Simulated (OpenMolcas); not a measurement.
## B: terms and fine structure

| Item | Value |
| --- | --- |
| Program | OpenMolcas 26.06 |
| Method | SS-CASPT2, IPEA 0.25 Eh, imaginary shift 0.1 Eh (closed shells correlated: 1s) |
| Basis | ANO-RCC-VTZP [4s3p2d1f] |
| Scalar Hamiltonian | DKH2, point nucleus |
| Active space | 3 electrons in 4 orbitals (2s 2p) |
| State averaging | 2S+1 = 4 odd, 1 root (0 in the spin-orbit step); 2S+1 = 2 odd, 3 roots kept (CI in the orbitals of an earlier block); 2S+1 = 4 even, 3 roots; 2S+1 = 2 even, 5 roots kept (CI in the orbitals of an earlier block) |
| Spin-orbit coupling | state interaction with AMFI integrals over the reference wave functions, term energies averaged over their components |

With spin-orbit coupling, above the lowest level:

```json
{"Configuration": "2s2 2p", "Term": "2P*", "J": "1/2", "E (cm-1)": "0.0", "Measured (cm-1)": "0.0", "g": "0.666", "Term weight %": "100"}
{"Configuration": "2s2 2p", "Term": "2P*", "J": "3/2", "E (cm-1)": "14.9", "Measured (cm-1)": "15.3", "g": "1.334", "Term weight %": "100"}
{"Configuration": "2s 2p2", "Term": "4P", "J": "1/2", "E (cm-1)": "27170", "Measured (cm-1)": "28870", "g": "2.671", "Term weight %": "100"}
{"Configuration": "2s 2p2", "Term": "4P", "J": "3/2", "E (cm-1)": "27180", "Measured (cm-1)": "28875", "g": "1.735", "Term weight %": "100"}
{"Configuration": "2s 2p2", "Term": "4P", "J": "5/2", "E (cm-1)": "27190", "Measured (cm-1)": "28881", "g": "1.601", "Term weight %": "100"}
{"Configuration": "2s 2p2", "Term": "2D", "J": "3/2", "E (cm-1)": "49520", "Measured (cm-1)": "47857", "g": "0.800", "Term weight %": "100"}
{"Configuration": "2s 2p2", "Term": "2D", "J": "5/2", "E (cm-1)": "49520", "Measured (cm-1)": "47857", "g": "1.200", "Term weight %": "100"}
```

Against the 6 measured excited levels shown (NIST Handbook of Basic Atomic Spectroscopic Data) the mean absolute deviation is 1400 cm-1; the largest miss in energy is 2s 2p2 4P 1/2: computed 27170, measured 28870 cm-1 (-5.9 %).

Spin-orbit coupling puts the lowest level 9.9 cm-1 below the lowest spin-free term.

Term energies are means over components that CASPT2 splits; among the terms shown or strongly mixed into the levels shown the widest spread is 15 cm-1 (2s 2p2 2D). Terms from blocks run as CI alone lack orbitals of their own. Measured partners are found by configuration, term and J. A level has none where our copy of the source lacks it or the pairing is in doubt (some pairs that miss far off the trend of their configuration count as doubtful), and it then counts in no deviation. Levels of configurations outside the active space are missing. The first state left out of the spin-orbit step lies near 71000 cm-1 above the lowest spin-free state of the reference (among the parities and spins computed), and the list stops at four fifths of that energy or lower.

The term weight is that of the spin-free term in the level, not the purity of its configuration. * marks odd parity.
